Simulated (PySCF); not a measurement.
H₄BN, charge +1, doublet, geometry from GFN2-xTB of the parent state (a state made from the parent by changing its charge; the spin is typed, not shown lowest); PySCF with MP2/6-31G.

The PySCF input:
```python
from pyscf import gto, scf, mp

mol = gto.M(
    atom='''
B    -0.773072    0.038104   -0.006109
N     0.602765   -0.029710    0.004763
H    -1.389463   -0.957864   -0.026227
H    -1.288779    1.089872    0.005064
H     1.203192    0.777969    0.021946
H     1.121057   -0.892529   -0.003580
''',
    basis='6-31g',
    charge=1,
    spin=1,
    verbose=4,
)

mf = scf.UHF(mol)
mf.kernel()

pt = mp.MP2(mf)
pt.kernel()
print('E(MP2) = %.10f' % pt.e_tot)
```

Task: Predict the main parts of the log of this PySCF run.

Result: 
```
PySCF version 2.14.0

[INPUT] verbose = 4
[INPUT] num. atoms = 6
[INPUT] num. electrons = 15
[INPUT] charge = 1
[INPUT] spin (= nelec alpha-beta = 2S) = 1
[INPUT] symmetry False subgroup None
[INPUT] Mole.unit = angstrom
[INPUT] Symbol           X                Y                Z      unit          X                Y                Z       unit  Magmom
[INPUT]  1 B     -0.773072000000   0.038104000000  -0.006109000000 AA   -1.460894354570   0.072006124250  -0.011544336895 Bohr   0.0
[INPUT]  2 N      0.602765000000  -0.029710000000   0.004763000000 AA    1.139060767473  -0.056143763161   0.009000765531 Bohr   0.0
[INPUT]  3 H     -1.389463000000  -0.957864000000  -0.026227000000 AA   -2.625704530217  -1.810100624580  -0.049561847069 Bohr   0.0
[INPUT]  4 H     -1.288779000000   1.089872000000   0.005064000000 AA   -2.435439345091   2.059559590832   0.009569573095 Bohr   0.0
[INPUT]  5 H      1.203192000000   0.777969000000   0.021946000000 AA    2.273703355268   1.470148343402   0.041471929530 Bohr   0.0
[INPUT]  6 H      1.121057000000  -0.892529000000  -0.003580000000 AA    2.118490700027  -1.686635368232  -0.006765219526 Bohr   0.0

nuclear repulsion = 32.5355143010022
number of shells = 18
number of NR pGTOs = 60
number of NR cGTOs = 26
basis = 6-31g
ecp = {}

******** <class 'pyscf.scf.uhf.UHF'> ********
method = UHF
initial guess = minao
damping factor = 0
level_shift factor = 0
DIIS = <class 'pyscf.scf.diis.CDIIS'>
diis_start_cycle = 1
diis_space = 8
diis_damp = 0
SCF conv_tol = 1e-09
SCF conv_tol_grad = None
SCF max_cycles = 50
direct_scf = True
direct_scf_tol = 1e-13
number electrons alpha = 8  beta = 7
Set gradient conv threshold to 3.16228e-05
init E= -81.5490725328813

cycle= 1 E= -81.0100707758811  delta_E= 0.539  |g|= 0.364  |ddm|= 1.34
cycle= 2 E= -81.0935024311532  delta_E= -0.0834  |g|= 0.153  |ddm|= 0.504
cycle= 3 E= -81.1039368149673  delta_E= -0.0104  |g|= 0.0289  |ddm|= 0.118
cycle= 4 E= -81.1050496010863  delta_E= -0.00111  |g|= 0.0112  |ddm|= 0.0485
cycle= 5 E= -81.1052490582325  delta_E= -0.000199  |g|= 0.00421  |ddm|= 0.0202
cycle= 6 E= -81.1052785187304  delta_E= -2.95e-05  |g|= 0.0013  |ddm|= 0.00905
cycle= 7 E= -81.1052814646077  delta_E= -2.95e-06  |g|= 0.000343  |ddm|= 0.00308
cycle= 8 E= -81.1052816529224  delta_E= -1.88e-07  |g|= 7.42e-05  |ddm|= 0.000798
cycle= 9 E= -81.1052816610614  delta_E= -8.14e-09  |g|= 1.9e-05  |ddm|= 0.000184
cycle= 10 E= -81.1052816616998  delta_E= -6.38e-10  |g|= 6.64e-06  |ddm|= 5.39e-05
Extra cycle  E= -81.1052816617588  delta_E= -5.9e-11  |g|= 4.12e-06  |ddm|= 1.13e-05
converged SCF energy = -81.1052816617588  <S^2> = 0.75641608  2S+1 = 2.0064058

******** <class 'pyscf.mp.ump2.UMP2'> ********
nocc = (np.int64(8), np.int64(7)), nmo = (26, 26)
E(UMP2) = -81.2326856362911  E_corr = -0.127403974532278
E(SCS-UMP2) = -81.2382123124144  E_corr = -0.132930650655566
E_corr(same-spin) = -0.0230239832113481
E_corr(oppo-spin) = -0.10437999132093
E(MP2) = -81.2326856363
```
